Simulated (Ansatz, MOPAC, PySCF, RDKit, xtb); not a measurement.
Pair of molecules: H2O (SMILES O) (first 3 atoms) with PH3 (SMILES P); geometry from B3LYP-D3(BJ)/def2-TZVP, rigid monomers moved along the line of their centres of mass till H2···P4 is 2.97 Å.
(charge 0, multiplicity 1):
```xyz
7

O      0.26316    -0.07788    -0.54252
H      0.12421     0.00006     0.41182
H      1.14487     0.27479    -0.69841
P     -0.54796     0.16219     3.30039
H      0.08776    -0.55488     4.34283
H     -0.67544     1.35749     4.04874
H     -1.84546    -0.30692     3.61674
```

| level | interaction energy (meV) | minus CCSD(T)/CBS(aug-cc-pV(D+d)Z, aug-cc-pV(T+d)Z) | cost |
|---|---|---|---|
| MMFF94 | -49.1 | 47.7 | - |
| UFF | -4.8 | 92.0 | - |
| GFN-FF | -154.0 | -57.2 | - |
| AM1 | 6.3 | 103.1 | - |
| PM3 | 0.4 | 97.1 | - |
| PM6 | -37.9 | 58.9 | - |
| PM7 | 48.4 | 145.1 | - |
| GFN1-xTB | -67.7 | 29.1 | - |
| GFN2-xTB | -69.6 | 27.1 | - |
| HF/STO-3G (no counterpoise) | -58.9 | 37.9 | - |
| HF/3-21G (no counterpoise) | -115.6 | -18.9 | - |
| HF/6-31G* | -69.5 | 27.2 | - |
| HF/6-31G* (no counterpoise) | -78.4 | 18.4 | - |
| HF/aug-cc-pV(D+d)Z | -65.0 | 31.8 | - |
| PBE/def2-TZVPPD | -99.5 | -2.7 | ×1 |
| PBE-D4/def2-TZVPPD | -114.3 | -17.5 | ×1 |
| BP86/6-31G* (no counterpoise) | -89.6 | 7.1 | - |
| r2SCAN/def2-TZVPPD | -91.3 | 5.5 | ×2 |
| r2SCAN-D3(BJ)/def2-TZVPPD | -98.9 | -2.2 | ×2 |
| r2SCAN-D4/def2-TZVPPD | -97.4 | -0.6 | ×2 |
| B3LYP/3-21G (no counterpoise) | -141.9 | -45.2 | - |
| B3LYP/6-31G* (no counterpoise) | -102.3 | -5.5 | - |
| B3LYP/6-311+G** (no counterpoise) | -97.8 | -1.1 | - |
| B3LYP-D3(BJ)/def2-TZVPPD | -105.6 | -8.8 | ×1 |
| B3LYP-D4/def2-TZVPPD | -99.3 | -2.5 | ×1 |
| PBE0-D4/def2-TZVPPD | -108.8 | -12.1 | ×1 |
| M06-2X/6-31G* (no counterpoise) | -107.2 | -10.4 | - |
| wB97X-V/def2-TZVPPD | -102.1 | -5.3 | ×3 |
| wB97M-V/def2-TZVPPD | -93.9 | 2.8 | ×3 |
| MP2/6-31G* (no counterpoise) | -117.0 | -20.2 | - |
| MP2/aug-cc-pV(D+d)Z | -88.1 | 8.7 | - |
| MP2/aug-cc-pV(T+d)Z | -95.2 | 1.5 | - |
| MP2/CBS(aug-cc-pV(D+d)Z, aug-cc-pV(T+d)Z) | -98.1 | -1.3 | - |
| SCS-MP2/aug-cc-pV(D+d)Z | -78.5 | 18.3 | - |
| SCS-MP2/aug-cc-pV(T+d)Z | -85.5 | 11.3 | - |
| CCSD/aug-cc-pV(D+d)Z | -79.3 | 17.5 | - |
| CCSD/aug-cc-pV(T+d)Z | -87.1 | 9.7 | - |
| CCSD(T)/aug-cc-pV(D+d)Z | -84.3 | 12.5 | ×4 |
| CCSD(T)/aug-cc-pV(T+d)Z | -93.2 | 3.6 | ×40* |
| CCSD(T)/CBS(aug-cc-pV(D+d)Z, aug-cc-pV(T+d)Z) | -96.8 | 0.0 | ×40* |

 The comparison column counts from a level with limits of its own.

The rows run from -154.0 (GFN-FF) to 48.4 meV (PM7). In aug-cc-pV(T+d)Z the value moves MP2 -95.2, CCSD -87.1, CCSD(T) -93.2, a shift of 2.0 from MP2 to CCSD(T). From aug-cc-pV(D+d)Z to aug-cc-pV(T+d)Z CCSD(T) changes by -8.9. The dispersion term adds -14.8 in PBE-D4, -7.7 in r2SCAN-D3(BJ), -6.1 in r2SCAN-D4. The 4 functionals in def2-TZVPPD without D3 or D4 span 10.9, from wB97X-V to r2SCAN.

Monomers are frozen at their geometry in the pair; levels with a basis set take the counterpoise correction. Rows marked so take none. RDKit's UFF carries no charges.

Cores are frozen in the correlated methods. CBS(a, b) extrapolates the correlation energy as X⁻³ and adds the Hartree–Fock energy of set b. Rows in 3-21G, 6-311+G**, 6-31G*, STO-3G carry no dispersion term and start afresh at each structure (6-31G* with six Cartesian d functions). MP2/6-31G* freezes PySCF's default core. The state that AM1, PM3, PM6, PM7 reach isn't checked; PM7 holds dispersion and hydrogen-bond terms.

Programs: Ansatz (Gaussian orbitals); MOPAC for AM1, PM3, PM6, PM7 (differences of heats of formation); PySCF for 3-21G rows, 6-311+G** rows, 6-31G* rows, STO-3G rows, the dispersion terms; RDKit for the force fields; xtb for the GFN methods. Values without a source in brackets are computed.

Costs are rough ratios of core time to PBE/def2-TZVPPD (about 4 s over the structures, on one shared machine); a dash marks a level with no comparable run of its own. A star marks coupled-cluster runs past 200 virtual orbitals, where the program's memory plan changes under this machine's limit, so their costs aren't comparable with smaller runs.

Ansatz is a quantum-chemistry and plane-wave program.
